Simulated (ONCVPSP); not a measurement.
PBE ONCV dataset for hafnium, scalar-relativistic all-electron reference.

The input file (ONCVPSP 4.0.1):

```
# ATOM AND REFERENCE CONFIGURATION
# atsym  z   nc   nv     iexc    psfile
  Hf 72.00   10    4        4      upf
#
#   n    l    f
    1    0    2.00
    2    0    2.00
    2    1    6.00
    3    0    2.00
    3    1    6.00
    3    2   10.00
    4    0    2.00
    4    1    6.00
    4    2   10.00
    4    3   14.00
    5    0    2.00
    5    1    6.00
    5    2    2.00
    6    0    2.00
#
# PSEUDOPOTENTIAL AND OPTIMIZATION
# lmax
    2
#
#   l,   rc,      ep,       ncon, nbas, qcut
    0    2.10    0.00    4    7    7.10
    1    1.80    0.00    4    7    8.40
    2    2.85    0.00    4    8    5.30
#
# LOCAL POTENTIAL
# lloc, lpopt,  rc(5),   dvloc0
    4    5    1.70    0.00
#
# VANDERBILT-KLEINMAN-BYLANDER PROJECTORs
# l, nproj, debl
    0    2    1.50
    1    2    1.10
    2    1    3.00
#
# MODEL CORE CHARGE
# icmod, fcfact, rcfact
    3    2.75    1.65
#
# LOG DERIVATIVE ANALYSIS
# epsh1, epsh2, depsh
   -4.00    5.00    0.02
#
# OUTPUT GRID
# rlmax, drl
    6.00    0.01
#
# TEST CONFIGURATIONS
# ncnf
    4
# nvcnf
#   n    l    f
    4
    5    0    2.00
    5    1    6.00
    5    2    2.00
    6    0    1.00
#
    4
    5    0    2.00
    5    1    6.00
    5    2    2.00
    6    0    0.00
#
    4
    5    0    2.00
    5    1    6.00
    5    2    1.00
    6    0    0.00
#
    5
    5    0    2.00
    5    1    6.00
    5    2    2.00
    6    0    0.00
    6    1    2.00
#
```

Command:

```bash
oncvpsp.x < Hf.dat > Hf.out
```

Resulting log (shortened: citation, most of the input echo, consistency checks and plot data are left out):

```
ONCVPSP  (Optimized Norm-Conservinng Vanderbilt PSeudopotential)
scalar-relativistic version 4.0.1

#   n    l    f        energy (Ha)
    1    0    2.00    -2.3993057E+03
    2    0    2.00    -4.1032280E+02
    2    1    6.00    -3.6025786E+02
    3    0    2.00    -9.3493473E+01
    3    1    6.00    -7.8539285E+01
    3    2   10.00    -6.0851548E+01
    4    0    2.00    -1.8835842E+01
    4    1    6.00    -1.3930869E+01
    4    2   10.00    -7.5950016E+00
    4    3   14.00    -6.1866015E-01
    5    0    2.00    -2.4627984E+00
    5    1    6.00    -1.3073203E+00
    5    2    2.00    -9.8817132E-02
    6    0    2.00    -1.8773180E-01

Reference configufation results
  iterations    34
  all-electron total energy (Ha)   -1.50782169D+04

Begin loop to  construct optimized pseudo wave functions
and semi-local pseudopoentials for all angular momenta

Calculating optimized projector #   1

 for l=   0

    Fraction of norm inside rc  0.982479
    Optimizing pswf for qcut=   7.10 a_B^-1,  ecut=  25.22 Ha
    Residual kinetic energy error=  6.81D-08 Ha

    Energy error per electron        Cutoff
         Ha          eV             Ha
         0.01000     0.27211        9.15
         0.00100     0.02721       13.92
         0.00010     0.00272       17.34
         0.00001     0.00027       19.96

Calculating optimized projector #   2

 for l=   0

    Fraction of norm inside rc  0.105618
    Optimizing pswf for qcut=   7.10 a_B^-1,  ecut=  25.22 Ha
    Residual kinetic energy error=  9.27D-08 Ha

    Energy error per electron        Cutoff
         Ha          eV             Ha
         0.01000     0.27211        4.36
         0.00100     0.02721       13.25
         0.00010     0.00272       17.36
         0.00001     0.00027       20.43

WARNING wellstate: negative energy specified for n= 6 l=  1
WARNING scattering state with energy  0.25000000
WARNING will be used for the first projector

   Wellstate for l =  1  n =  6
     eigenvalue =   0.2500
     asymptotic potential =   0.7500
     half-point radius =  3.7844

Calculating optimized projector #   1

 for l=   1

    Fraction of norm inside rc  0.843656
    Optimizing pswf for qcut=   8.39 a_B^-1,  ecut=  35.20 Ha
    Residual kinetic energy error=  1.44D-07 Ha

    Energy error per electron        Cutoff
         Ha          eV             Ha
         0.01000     0.27211       11.07
         0.00100     0.02721       20.44
         0.00010     0.00272       25.38
         0.00001     0.00027       28.95

Calculating optimized projector #   2

 for l=   1

    Fraction of norm inside rc  0.087722
    Optimizing pswf for qcut=   8.39 a_B^-1,  ecut=  35.20 Ha
    Residual kinetic energy error=  1.60D-07 Ha

    Energy error per electron        Cutoff
         Ha          eV             Ha
         0.01000     0.27211        7.00
         0.00100     0.02721       19.02
         0.00010     0.00272       25.10
         0.00001     0.00027       29.27

Calculating optimized projector #   1

 for l=   2

    Fraction of norm inside rc  0.690794
    Optimizing pswf for qcut=   5.29 a_B^-1,  ecut=  14.01 Ha
    Residual kinetic energy error=  6.88D-07 Ha

    Energy error per electron        Cutoff
         Ha          eV             Ha
         0.01000     0.27211        7.19
         0.00100     0.02721        9.41
         0.00010     0.00272       11.09
         0.00001     0.00027       12.63

Construct Vanderbilt / Kleinmman-Bylander projectors

B matrix Hermiticity error, ll=   0
   1   2    2.5385E-04

  Orthonormal projector coefficients  6.1031E+00  8.7107E-01

B matrix Hermiticity error, ll=   1
   1   2    1.9542E-04

  Orthonormal projector coefficients -2.1102E+01  1.6125E+00

Model core correction analysis
  based on d2Exc/dn_idn_j

d2excae - all-electron derivatives

   -2.760277D-02   -2.409655D-02   -8.481929D-03   -1.528529D-03
   -2.409652D-02   -2.462813D-02   -1.233842D-02   -2.714485D-03
   -8.481846D-03   -1.233838D-02   -1.776238D-02   -1.577021D-02
   -1.528323D-03   -2.713960D-03   -1.576725D-02   -2.516936D-02

d2excps - pseudofunction derivatives with no core correction

   -5.077854D-02   -3.411322D-02   -9.571639D-03   -3.299373D-03
   -3.411404D-02   -3.252485D-02   -1.417061D-02   -3.385315D-03
   -9.571548D-03   -1.417059D-02   -1.956089D-02   -1.625173D-02
   -3.300350D-03   -3.384758D-03   -1.624862D-02   -2.566133D-02

rms 2nd derivative error    7.160500E-03

rmatch, rhocmatch    1.0333    7.2461

Teter function model core charge with specified parameters

d2excps - pseudofunction derivatives with core correction

   -2.882995D-02   -2.231021D-02   -7.291114D-03   -2.003975D-03
   -2.231022D-02   -2.286285D-02   -1.142873D-02   -2.885842D-03
   -7.290994D-03   -1.142869D-02   -1.772346D-02   -1.578200D-02
   -2.003829D-03   -2.885446D-03   -1.577886D-02   -2.511847D-02

rms 2nd derivative error    1.000331E-03

Pseudoatom total energy  -50.016754

Diagnostic tests using Vanderbilt-Kleinman-Bylander pseudopotentials
  1 or more projectors used as specified by nproj input data

   l    rcore       rmatch      e in        delta e   norm test  slope test

   0   2.1056046   2.1695353  -2.4627984   0.0000028   1.0001682   1.0001515
   0   2.1056046   2.1695353  -0.1877318   0.0000013   1.0000272   1.0000205

   1   1.8023093   1.8570313  -1.3073203   0.0001009   0.9996386   0.9997174
   1   1.8023093   1.8570313   0.2500000   0.0002714   1.0011715   1.0011715

   2   2.8567606   2.9434980  -0.0988171  -0.0000002   0.9999999   1.0000019

 Testing for bound ghosts
   n   l    E NL Schr. Eq   E Basis Diag.   E Cutoff

   1   0       -2.462796       -2.462796     43.17
   2   0       -0.187730       -0.169377     43.17

       1                      -11.180703     68.75  WARNING - GHOST(-)
   2   1       -1.307219       -1.307203     68.75

   3   2       -0.098817       -0.097986     31.62

 Testing for highly-localized positive-energy ghosts
       l    <radius>/rc     E Basis Diag.   E Cutoff

Test configuration 0

   n   l     f        eae           eps        diff
   1   0  2.0000-2399.30568621
   2   0  2.0000 -410.32280412
   2   1  6.0000 -360.25786044
   3   0  2.0000  -93.49347343
   3   1  6.0000  -78.53928473
   3   2 10.0000  -60.85154841
   4   0  2.0000  -18.83584153
   4   1  6.0000  -13.93086894
   4   2 10.0000   -7.59500160
   4   3 14.0000   -0.61866015
   5   0  2.0000   -2.46279842   -2.46279562    2.80D-06
   5   1  6.0000   -1.30732029   -1.30721938    1.01D-04
   5   2  2.0000   -0.09881713   -0.09881731   -1.83D-07
   6   0  2.0000   -0.18773180   -0.18773048    1.32D-06

    Total energies and differences
      AE_ref= -1.50782169D+04  AE_tst= -1.50782169D+04  dif=  0.00D+00
      PS_ref= -5.00167542D+01  PS_tst= -5.00167542D+01  dif=  7.11D-15
      PSP excitation error= -7.11D-15

Test configuration 1

   n   l     f        eae           eps        diff
   1   0  2.0000-2399.56221865
   2   0  2.0000 -410.57774446
   2   1  6.0000 -360.51286416
   3   0  2.0000  -93.74834921
   3   1  6.0000  -78.79416547
   3   2 10.0000  -61.10635536
   4   0  2.0000  -19.09076714
   4   1  6.0000  -14.18576903
   4   2 10.0000   -7.84979571
   4   3 14.0000   -0.87331243
   5   0  2.0000   -2.71739516   -2.71953268   -2.14D-03
   5   1  6.0000   -1.56237824   -1.56303909   -6.61D-04
   5   2  2.0000   -0.33833498   -0.33846310   -1.28D-04
   6   0  1.0000   -0.40333574   -0.40349122   -1.55D-04

    Total energies and differences
      AE_ref= -1.50782169D+04  AE_tst= -1.50779237D+04  dif=  2.93D-01
      PS_ref= -5.00167542D+01  PS_tst= -4.97234467D+01  dif=  2.93D-01
      PSP excitation error= -1.64D-04

Test configuration 2

   n   l     f        eae           eps        diff
   1   0  2.0000-2399.86452485
   2   0  2.0000 -410.87786526
   2   1  6.0000 -360.81309086
   3   0  2.0000  -94.04788888
   3   1  6.0000  -79.09371685
   3   2 10.0000  -61.40587446
   4   0  2.0000  -19.39047334
   4   1  6.0000  -14.48549530
   4   2 10.0000   -8.14945118
   4   3 14.0000   -1.17266053
   5   0  2.0000   -3.01650037   -3.02300472   -6.50D-03
   5   1  6.0000   -1.86045423   -1.86334875   -2.89D-03
   5   2  2.0000   -0.61387286   -0.61479889   -9.26D-04

    Total energies and differences
      AE_ref= -1.50782169D+04  AE_tst= -1.50774026D+04  dif=  8.14D-01
      PS_ref= -5.00167542D+01  PS_tst= -4.92017844D+01  dif=  8.15D-01
      PSP excitation error= -7.26D-04

Test configuration 3

psatom: WARNING lschvkbb convergence error n,l,iter=   3   2   4
ea(ii),et,emin,emax -1.079925E-01 -1.187918E-01 -1.187918E-01 -1.187918E-01
run_config: WARNING for fully non-local PS atom, stg. 1
 WARNING no output for configuration 4

Test configuration 4

   n   l     f        eae           eps        diff
   1   0  2.0000-2399.41114889
   2   0  2.0000 -410.42681753
   2   1  6.0000 -360.36185545
   3   0  2.0000  -93.59753494
   3   1  6.0000  -78.64334089
   3   2 10.0000  -60.95555110
   4   0  2.0000  -18.94016883
   4   1  6.0000  -14.03518376
   4   2 10.0000   -7.69922487
   4   3 14.0000   -0.72277035
   5   0  2.0000   -2.56741671   -2.57103213   -3.62D-03
   5   1  6.0000   -1.41132858   -1.41264469   -1.32D-03
   5   2  2.0000   -0.18203528   -0.18236655   -3.31D-04
   6   1  2.0000   -0.09662023   -0.09665290   -3.27D-05

    Total energies and differences
      AE_ref= -1.50782169D+04  AE_tst= -1.50779279D+04  dif=  2.89D-01
      PS_ref= -5.00167542D+01  PS_tst= -4.97273275D+01  dif=  2.89D-01
      PSP excitation error= -4.89D-04
```

Note: ghosts flagged at negative energy: p at -304.2 eV; no localised positive-energy state flagged. A true bound ghost makes a file unfit for plane-wave use.

The run took about 4.2 s on one core of a shared server CPU.
